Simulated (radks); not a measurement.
Spherical jellium clusters: N electrons in a uniform positive sphere of charge N and radius rs N^(1/3), rs = 3.53 bohr. Method: non-relativistic Kohn-Sham, LDA (Slater exchange, Perdew-Wang correlation), spin-polarised, spherical densities; computed with a radial shooting solver with Libxc functionals. Levels are named by radial order and angular momentum (1s, 1p, 1d, 2s, ...), and open shells are averaged over m.

N = 2, configuration 1s2. This is the lowest configuration that the search found. Occupied and some empty levels:

level,occupation,eigenvalue (eV),<r> (bohr)
1s,2,-3.5194,3.772
1p,0,-1.1623,5.772
2s,0,-0.14953,11.74

Energy (eV): total -3.26704, kinetic 3.6471, external -27.489, Hartree 13.060, exchange-correlation -7.1692, background 14.684. Static polarisability (adiabatic kernel): 153.8 bohr^3, against R^3 = 87.97 for a classical metal sphere.
